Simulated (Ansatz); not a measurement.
Consider the hydrogenolysis of the Al–O bond: `[CH3][Al]([OH])[CH2]F` + H₂ → `[CH3][AlH][CH2]F` + H₂O.

Isolated molecules relaxed with PBE0-D4/def2-TZVP in Ansatz; ΔE leaves out vibrations. CCSD(T)/CBS is the MP2 limit (def2-TZVPP, def2-QZVPP) plus CCSD(T) − MP2 in def2-TZVPP, frozen cores. This one scheme is used for every species. DFT in def2-TZVPP. One conformer a species, not always the lowest.

```csv
species,PBE0-D4 energy (Eh)
`[CH3][Al]([OH])[CH2]F`,-497.10793
H₂,-1.16855
`[CH3][AlH][CH2]F`,-421.84977
H₂O,-76.38097
```

Work out ΔE.

ΔE = (-421.84977) + (-76.38097) − (-497.10793) − (-1.16855) = 0.04574 Eh = +120.1 kJ/mol. CCSD(T)/CBS gives +126.1 kJ/mol.

Largest T1 diagnostic among the species: 0.012.

From PBE to PBE0 (25 % exact exchange), in def2-TZVPP and without D4, ΔE moves by −3.4 kJ/mol. In def2-TZVPP, CCSD(T) changes the Hartree–Fock value by +12.9 kJ/mol (the triples alone add +3.1 kJ/mol) and MP2 by +20.3 kJ/mol.
